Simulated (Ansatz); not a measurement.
Relaxation of BH6NO3 (11 atoms, charge 0, multiplicity 1), to a largest force component of 0.03 eV/Å in at most 50 steps.

Computed with Ansatz, RKS B3LYP/def2-SVP.

```xyz
11
Properties=species:S:1:pos:R:3
B 0.091 -0.313 0.339
N -0.036 -0.318 1.828
H -0.836 -0.745 2.280
H 0.818 -0.454 2.358
O 1.337 -0.286 -0.198
H 1.319 -0.147 -1.153
O -1.019 -0.403 -0.478
H -1.845 -0.551 -0.005
O -0.257 2.286 0.346
H -1.010 1.889 -0.112
H -0.281 1.843 1.227
```

**Question.** Where does it end, and by what steps?

**Answer.** The run converged. After 6 steps the energy has fallen by 0.146 eV; O9 moved furthest, 0.47 Å.

```json
{"step": "0", "energy less start (eV)": "0.0000", "largest force component (eV/Å)": "1.709", "accepted": "yes"}
{"step": "1", "energy less start (eV)": "-0.0677", "largest force component (eV/Å)": "1.407", "accepted": "yes"}
{"step": "2", "energy less start (eV)": "-0.1089", "largest force component (eV/Å)": "1.289", "accepted": "yes"}
{"step": "3", "energy less start (eV)": "-0.1079", "largest force component (eV/Å)": "0.524", "accepted": "no"}
{"step": "4", "energy less start (eV)": "-0.1435", "largest force component (eV/Å)": "0.089", "accepted": "yes"}
{"step": "5", "energy less start (eV)": "-0.1452", "largest force component (eV/Å)": "0.044", "accepted": "yes"}
{"step": "6", "energy less start (eV)": "-0.1458", "largest force component (eV/Å)": "0.020", "accepted": "yes"}
```

```xyz
11
Properties=species:S:1:pos:R:3
B 0.145 -0.431 0.319
N 0.025 -0.323 1.738
H -0.831 -0.515 2.243
H 0.854 -0.398 2.316
O 1.396 -0.465 -0.226
H 1.369 -0.447 -1.190
O -0.949 -0.455 -0.523
H -1.799 -0.495 -0.072
O -0.555 2.505 0.629
H -1.039 2.029 -0.059
H -0.335 1.795 1.256
```

Whether the end is a true minimum wasn't checked by a vibrational analysis.

The run took 10 s on 2 threads of Intel(R) Xeon(R) 6975P-C (Granite Rapids), on a shared host, peak memory 0.22 GiB.
